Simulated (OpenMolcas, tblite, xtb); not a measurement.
# SiOF3 (SMILES [O][Si](F)(F)F): methods side by side

SiOF3: 5 atoms, total charge 0, spin state doublet. As SMILES, `[O][Si](F)(F)F`. Geometry: relaxed at GFN2-xTB.

Each level gives the dipole moment (D). The values are calculated.

```
                                 level            kind     program  value (D)
                              GFN1-xTB  semi-empirical      tblite       1.70
                              GFN0-xTB  semi-empirical         xtb       1.42
                             IPEA1-xTB  semi-empirical      tblite       0.67
                            UHF/STO-3G    Hartree–Fock  OpenMolcas       0.65
                             UHF/3-21G    Hartree–Fock  OpenMolcas       1.16
                             UHF/6-31G    Hartree–Fock  OpenMolcas       1.34
                          UHF/def2-SVP    Hartree–Fock  OpenMolcas       1.19
                        UHF/ANO-S-VTZP    Hartree–Fock  OpenMolcas       1.49
                         UBP86/cc-pVDZ             GGA  OpenMolcas       0.51
U-r2SCAN/6-31G** (spherical functions)        meta-GGA  OpenMolcas       0.61
```

The values span 0.51 to 1.70 D. Magnitudes only: a small dipole may point the other way at some levels. Sets without polarisation functions give poor dipoles.
